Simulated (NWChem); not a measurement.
Program: NWChem. System: BCl2, charge 0, spin multiplicity 2, at a geometry optimised with UPBE0/def2-SVP. The structure started from a generated list of species. Its SCF solution wasn't tested for a lower state. Level: UMP2/def2-TZVP, 11 core orbitals frozen.

Output (cleaned and shortened):

```
             Northwest Computational Chemistry Package (NWChem) 7.3.0
             --------------------------------------------------------

                                NWChem Input Module
                                -------------------

 Scaling coordinates for geometry "geometry" by  1.889725989
 (inverse scale =  0.529177249)

 Turning off AUTOSYM since
 SYMMETRY directive was detected!

                             Geometry "geometry" -> ""
                             -------------------------

 Output coordinates in angstroms (scale by  1.889725989 to convert to a.u.)

  No.       Tag          Charge          X              Y              Z
 ---- ---------------- ---------- -------------- -------------- --------------
    1 Cl                  17.0000     1.53021300     0.00000000     0.10298300
    2 B                    5.0000     0.00000000     0.00000000    -0.70028700
    3 Cl                  17.0000    -1.53021300     0.00000000     0.10298300

 Effective nuclear repulsion energy (a.u.)     102.0240921223

            Nuclear Dipole moment (a.u.)
            ----------------------------
        X                 Y               Z
 ---------------- ---------------- ----------------
     0.0000000000     0.0000000000    -0.0000245664

      Symmetry information
      --------------------

 Group name             C2v
 Group number             16
 Group order               4
 No. of unique centers     2

      Symmetry unique atoms

     1    2


 Summary of "ao basis" -> "" (spherical)
 ------------------------------------------------------------------------------
       Tag                 Description            Shells   Functions and Types
 ---------------- ------------------------------  ------  ---------------------
 *                         def2-tzvp                  on all atoms

 Summary of "ao basis" -> "ao basis" (spherical)
 ------------------------------------------------------------------------------
       Tag                 Description            Shells   Functions and Types
 ---------------- ------------------------------  ------  ---------------------
 Cl                        def2-tzvp                13       37   5s5p2d1f
 B                         def2-tzvp                11       31   5s3p2d1f

                                 NWChem SCF Module
                                 -----------------

  ao basis        = "ao basis"
  functions       =   105
  atoms           =     3
  alpha electrons =    20
  beta  electrons =    19
  charge          =   0.00
  wavefunction    = UHF
  use symmetry    = T
  symmetry adapt  = T

 Summary of "ao basis" -> "ao basis" (spherical)
 ------------------------------------------------------------------------------
       Tag                 Description            Shells   Functions and Types
 ---------------- ------------------------------  ------  ---------------------
 Cl                        def2-tzvp                13       37   5s5p2d1f
 B                         def2-tzvp                11       31   5s3p2d1f

      Symmetry analysis of basis
      --------------------------

        a1         39
        a2         15
        b1         32
        b2         19

 Forming initial guess at       0.0s

   Symmetry analysis of molecular orbitals - initial alpha
   -------------------------------------------------------

  Numbering of irreducible representations:

     1 a1          2 a2          3 b1          4 b2

  Orbital symmetries:

     1 a1          2 b1          3 b1          4 a1          5 b1
     6 a1          7 b2          8 a2          9 a1         10 b1
    11 a1         12 a1         13 b1         14 a1         15 b1
    16 a1         17 b2         18 a2         19 b1         20 a1
    21 b2         22 a1         23 a1         24 b1         25 a1
    26 b2         27 b1         28 a1         29 b1         30 a2

   Symmetry analysis of molecular orbitals - initial beta
   ------------------------------------------------------

  Numbering of irreducible representations:

     1 a1          2 a2          3 b1          4 b2

  Orbital symmetries:

     1 a1          2 b1          3 b1          4 a1          5 b1
     6 a1          7 b2          8 a2          9 a1         10 b1
[...]
    73     -0.756877  3 Cl s                 18      0.264860  1 Cl px
    86     -0.264860  3 Cl px                20     -0.221502  1 Cl pz
    88     -0.221502  3 Cl pz

 center of mass
 --------------
 x =   0.00000000 y =   0.00000000 z =  -0.01184262

 moments of inertia (a.u.)
 ------------------
          21.917519501007           0.000000000000           0.000000000000
           0.000000000000         606.724828422730           0.000000000000
           0.000000000000           0.000000000000         584.807308921723

  Mulliken analysis of the total density
  --------------------------------------

    Atom       Charge   Shell Charges
 -----------   ------   -------------------------------------------------------
    1 Cl  17    17.12   2.01  0.45  1.52  1.09  0.85  4.18  1.69  1.08  2.85  1.36  0.01  0.03  0.00
    2 B    5     4.75   0.91  1.07  0.51  0.47  0.06  0.76  0.69  0.08  0.05  0.13  0.02
    3 Cl  17    17.12   2.01  0.45  1.52  1.09  0.85  4.18  1.69  1.08  2.85  1.36  0.01  0.03  0.00

  Mulliken analysis of the alpha density
  --------------------------------------

    Atom       Charge   Shell Charges
 -----------   ------   -------------------------------------------------------
    1 Cl  17     8.58   1.01  0.22  0.76  0.55  0.42  2.09  0.84  0.55  1.44  0.67  0.01  0.02  0.00
    2 B    5     2.84   0.46  0.53  0.32  0.33  0.06  0.51  0.48  0.05  0.03  0.06  0.01
    3 Cl  17     8.58   1.01  0.22  0.76  0.55  0.42  2.09  0.84  0.55  1.44  0.67  0.01  0.02  0.00

   Mulliken analysis of the beta density
   -------------------------------------

    Atom       Charge   Shell Charges
 -----------   ------   -------------------------------------------------------
    1 Cl  17     8.54   1.01  0.22  0.76  0.54  0.43  2.09  0.85  0.53  1.41  0.69  0.01  0.01  0.00
    2 B    5     1.91   0.45  0.54  0.19  0.14 -0.00  0.25  0.21  0.02  0.03  0.06  0.01
    3 Cl  17     8.54   1.01  0.22  0.76  0.54  0.43  2.09  0.85  0.53  1.41  0.69  0.01  0.01  0.00

   Mulliken analysis of the spin density
   -------------------------------------

    Atom       Charge   Shell Charges
 -----------   ------   -------------------------------------------------------
    1 Cl  17     0.04   0.00  0.00 -0.00  0.00 -0.00  0.00 -0.00  0.01  0.03 -0.01  0.00  0.00  0.00
    2 B    5     0.93   0.01 -0.01  0.13  0.18  0.07  0.26  0.27  0.03  0.00 -0.00 -0.00
    3 Cl  17     0.04   0.00  0.00 -0.00  0.00 -0.00  0.00 -0.00  0.01  0.03 -0.01  0.00  0.00  0.00

       Multipole analysis of the density wrt the origin
       ------------------------------------------------

     L   x y z        total         alpha         beta         nuclear
     -   - - -        -----         -----         ----         -------
     0   0 0 0     -0.000000    -20.000000    -19.000000     39.000000

     1   1 0 0     -0.000000     -0.000000     -0.000000      0.000000
     1   0 1 0     -0.000000     -0.000000      0.000000      0.000000
     1   0 0 1     -0.024799      1.064487     -1.089261     -0.000025

     2   2 0 0    -23.306166   -154.842656   -152.765804    284.302293
     2   1 1 0     -0.000000     -0.000000     -0.000000      0.000000
     2   1 0 1     -0.000000     -0.000000     -0.000000      0.000000
     2   0 2 0    -22.409532    -11.768215    -10.641317      0.000000
     2   0 1 1      0.000000      0.000000     -0.000000      0.000000
     2   0 0 2    -23.674321    -20.384977    -13.333306     10.043962

                   NWChem MP2 Semi-direct Energy/Gradient Module
                   ---------------------------------------------

  Basis functions       =    105
  Molecular orbitals    =    105
  Frozen core           =     11
  Frozen virtuals       =      0
  Active alpha occupied =      9
  Active beta occupied  =      8
  Active alpha virtual  =     85
  Active beta virtual   =     86
  Use MO symmetry       = T
  Use skeleton AO sym   = T

  AO/Fock/Back tols     =   1.0D-09  1.0D-09  1.0D-09

 GA uses MA = F    GA memory limited = T

 Available:
  local mem=  1.26D+08
 global mem=  1.44D+08
 local disk=  0.00D+00
  mp2_memr nvloc                    85
  nvloc new                    85
   1 passes of   9:        5242880                      60725                  13986298.
   1 passes of   9: M    126149691           G      144157150           F     120906811.

 Semi-direct pass number   1 of   1  for UHF alpha       at        1.7s
  vrange nnbf                  5370
  mp2_eaftype                    53  avail_ma_in_mb                  1099
 EAF : mp2_eaftype filesize          53    6993149.
  mp2_eaf for mointskh                     53
Node 0 wrote     32.9 Mb in      0.0 s     Agg I/O rate:  2696.2 Mb/s
 Done moints_semi at        4.4s
  mp2_eaftype                    53  avail_ma_in_mb                  1046
 EAF : mp2_eaftype filesize          53    6993149.
  mp2_eaf for kh                    53
 Done maket at        4.5s
 Done multipass loop at        4.5s

 GA uses MA = F    GA memory limited = T

 Available:
  local mem=  1.26D+08
 global mem=  1.44D+08
 local disk=  0.00D+00
  mp2_memr nvloc                    86
  nvloc new                    86
   1 passes of   8:        5242880                      56877                  12580432.
   1 passes of   8: M    126149691           G      144157150           F     120906811.

 Semi-direct pass number   1 of   1  for UHF beta        at        4.5s
  vrange nnbf                  5370
  mp2_eaftype                    47  avail_ma_in_mb                  1099
 EAF : mp2_eaftype filesize          47    6290216.
  mp2_eaf for mointskh                     47
Node 0 wrote     29.6 Mb in      0.0 s     Agg I/O rate:  2709.3 Mb/s
 Done moints_semi at        7.1s
  mp2_eaftype                    47  avail_ma_in_mb                  1052
 EAF : mp2_eaftype filesize          47    6290216.
  mp2_eaf for kh                    47
 Done maket at        7.2s
 Done multipass loop at        7.2s

          -------------------------------------------
          SCF energy                -943.735046584141
          Correlation energy          -0.440117169346
          Singlet pairs                0.000000000000
          Triplet pairs                0.000000000000
          Total MP2 energy          -944.175163753487
          -------------------------------------------

          ---------------------------------------------------
                    Spin Component Scaled (SCS) MP2
          Same spin pairs                     -0.114222061828
          Same spin scaling factor             0.333333333333
          Opposite spin pairs                 -0.325895107518
          Opposite spin scaling fact.          1.200000000000
          SCS-MP2 correlation energy          -0.429148149631
          Total SCS-MP2 energy              -944.164194733773
          ---------------------------------------------------

 -----------------------
 Performance information
 -----------------------

 Timer overhead =  1.42D-07 seconds/call

               Nr. of calls         CPU time (s)                 Wall time (s)                GFlops
             ---------------    -------------------     ------------------------------   -------------------
Name         Min   Avg   Max    Min     Avg     Max     Min     Avg     Max   Mx/calls   Min     Max     Sum
mp2: moin     2     2     2    5.2     5.2     5.2      5.2     5.2     5.2     2.6      0.0     0.0     0.0
mp2: make     2     2     2   0.23    0.23    0.23     0.23    0.23    0.23    0.12      0.0     0.0     0.0
mp2: tota     1     1     1    5.5     5.5     5.5      5.5     5.5     5.5     5.5      0.0     0.0     0.0

 The average no. of pstat calls per process was 5.00D+00
 with a timing overhead of 7.10D-07s

 Task  times  cpu:        7.2s     wall:        7.2s

 Total times  cpu:        7.2s     wall:        7.2s
```

**Question.** Write an NWChem input that would produce this output.

**Answer.** One answer among several that fit: 
```
start mol
memory heap 200 mb stack 900 mb global 1100 mb
geometry units angstroms nocenter noautoz
  Cl     1.530213     0.000000     0.102983
  B      0.000000     0.000000    -0.700287
  Cl    -1.530213     0.000000     0.102983
  symmetry group C2v
end
basis spherical
  * library def2-tzvp
end
scf
  uhf
  nopen 1
  maxiter 100
  thresh 1e-7
  semidirect memsize 60000000 filesize 0
  # guess.movecs holds the orbitals of an unrestricted PBE0 run
  vectors input guess.movecs output mol.movecs
end
mp2
  freeze core 11
end
task mp2 energy
```
